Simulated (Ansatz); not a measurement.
C2H5GeN, SMILES `[CH]1=N[CH2][GeH2]1`, relaxed with RKS PBE0-D4/def2-TZVP in Ansatz 0.2.0 from a PBE-D4/def2-SVP geometry. The force threshold is 0.005 eV/Å; the program also tests the step.

Total charge 0; spin multiplicity 1.

Start:

```xyz
9

C    -0.051   -1.353   -0.063
N     1.120   -0.857   -0.289
C     0.960    0.609   -0.174
Ge   -1.006    0.366    0.238
H    -0.238   -2.446   -0.083
H     1.599    1.028    0.630
H     1.221    1.125   -1.121
H    -1.535    0.696    1.667
H    -2.069    0.832   -0.803
```

```csv
step,energy (eV),largest force (eV/Å),largest move (Å)
1,-60151.8009,0.992,0.000
2,-60151.8398,0.200,0.025
3,-60151.8426,0.016,0.009
4,-60151.8426,0.005,0.001
```

End:

```xyz
9

C    -0.056   -1.341   -0.062
N     1.100   -0.850   -0.285
C     0.948    0.611   -0.171
Ge   -0.990    0.366    0.234
H    -0.231   -2.417   -0.083
H     1.579    1.015    0.622
H     1.205    1.111   -1.107
H    -1.513    0.686    1.649
H    -2.042    0.820   -0.798
```

Run time 11 s (2 threads of an AMD EPYC 9B45 on a shared host); peak host memory 0.42 GiB.
